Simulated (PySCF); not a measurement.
Compound: C6H10N (doublet state).
SMILES with atom numbers: `[CH3:1][C@H:2]([NH2:3])/[CH:4]=[C:5]1\[CH:6][CH2:7]1` (hydrogens: H8, H9, H10 on C1; H11 on C2; H12, H13 on N3; H14 on C4; H15 on C6; H16, H17 on C7)

Geometry (GFN2-xTB, Å), atoms numbered from 1 in this order:
```
atom  x, y, z in Å
C1    -1.458    1.099    0.002
C2    -1.287   -0.261   -0.661
N3    -1.946   -1.273    0.173
C4     0.149   -0.631   -0.902
C5     1.210   -0.033   -0.321
C6     1.782    0.916    0.457
C7     2.705   -0.038   -0.198
H8    -1.011    1.877   -0.610
H9    -2.517    1.306    0.132
H10   -0.981    1.103    0.978
H11   -1.822   -0.266   -1.621
H12   -1.881   -2.189   -0.259
H13   -1.485   -1.322    1.076
H14    0.316   -1.501   -1.524
H15    1.710    1.738    1.122
H16    3.309    0.291   -1.040
H17    3.199   -0.805    0.393
```

The hyperfine couplings belong to this conformer and change with its torsions.

Computed with UKS B3LYP, pcH-1 on C H N, non-relativistic, mean-field spin-orbit, GIAO in PySCF. Isolated species at its GFN2-xTB geometry (one conformer only). A GFN2-xTB geometry isn't a minimum of the functional, and hyperfine couplings can be far from their values at a DFT geometry. Stability of the SCF solution: not tested. ⟨S²⟩ is 0.774 where a pure state has 0.75.

Q: Match the computed a_iso(1H) values +56.9, +52.7, -48.9, -35.7, +24.0, -3.6, -0.4 MHz (means over equivalent nuclei) with the sites H8/H9/H10; H11; H12/H13; H14; H15; H16; H17.

A: 
```
     site  a_iso (MHz)  ρ(0) (bohr⁻³)         position  distance from C6 (Å)  bound to  spin population there  largest |T| (MHz)
H8/H9/H10         -0.4        -0.0001  3 bonds from C4                  3.43        C1                   0.00                2.7
      H11        +24.0        +0.0054  2 bonds from C4                  4.32        C2                  -0.04                5.1
  H12/H13         -3.6        -0.0008  3 bonds from C4                  4.43        N3                  +0.05                6.2
      H14        -35.7        -0.0080   1 bond from C4                  3.45        C4                  +0.57               21.2
      H15        -48.9        -0.0109   1 bond from C6                  1.06        C6                  +0.69               26.6
      H16        +56.9        +0.0127  2 bonds from C6                  2.23        C7                  -0.04                5.0
      H17        +52.7        +0.0118  2 bonds from C6                  2.23        C7                  -0.04                5.0
```

ρ(0) is the spin density at the nucleus and T the dipolar tensor; entries for several nuclei are means. The Mulliken spin populations are largest on C6 (+0.69), C4 (+0.57) and C5 (-0.23). The angles at C6 add up to 359.9°, so it is planar; its axial dipolar tensor and the negative coupling of its proton fit spin in a p orbital normal to that plane. Main spin sites, with 60 % or more of the largest population: C4, C6; positions count bonds from the nearest.

Examples of negative spin density at the nucleus (bohr⁻³): C5 (-0.0449), C2 (-0.0147) and C7 (-0.0145).

Class means assume fast exchange of nuclei equivalent by connectivity; if that motion is slow, each nucleus keeps its own coupling.
